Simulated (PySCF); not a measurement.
A GIAO shielding run with PySCF 2.14 (density fitting, non-relativistic, gas phase) on SMILES C[Si@@H]([SiH3])[Si@H]([SiH3])C[SiH3], C2H16Si5:

```
$ OMP_NUM_THREADS=1 python probes_run.py task.json out

{"job": {"kind": "nmr", "xc": "PBE0", "basis": "pcSseg-1"}, "charge": 0, "multiplicity": 1}
C      2.416356    -0.700954     1.526731
Si     1.080684     0.508489     0.890985
Si     1.944831     1.706692    -0.902784
Si    -0.826429    -0.772265     0.435591
Si    -0.431827    -2.901337    -0.417697
C     -1.891030     0.197528    -0.829507
Si    -2.608746     1.849352    -0.237931
H      2.087468    -1.216132     2.424633
H      3.341540    -0.185754     1.768080
H      2.648977    -1.458903     0.783448
H      0.852779     1.432572     2.026334
H      0.954506     2.640092    -1.447774
H      2.316345     0.816101    -2.009321
H      3.143358     2.502875    -0.618826
H     -1.694510    -0.904015     1.631069
H     -1.331365    -3.287962    -1.509071
H      0.924771    -3.009366    -0.968822
H     -0.538159    -3.961615     0.587795
H     -1.289949     0.378341    -1.723010
H     -2.715451    -0.440082    -1.152374
H     -3.472090     1.621511     0.921940
H     -1.512418     2.748224     0.135731
H     -3.404395     2.463595    -1.305142
```

Hardware: 1 thread of an Arm Neoverse V2, shared host. The job also computes population analyses, field gradients.

Problem. How large is the calculation?

Solution. 98 electrons, 234 basis functions and 1335 auxiliary functions.

Problem. How long does it take, and how much memory does it need?

Solution. 61 s of wall time, with 12 SCF cycles and 4 response iterations; peak memory 1.1 GiB. Times on a shared host scatter by some tens of per cent.
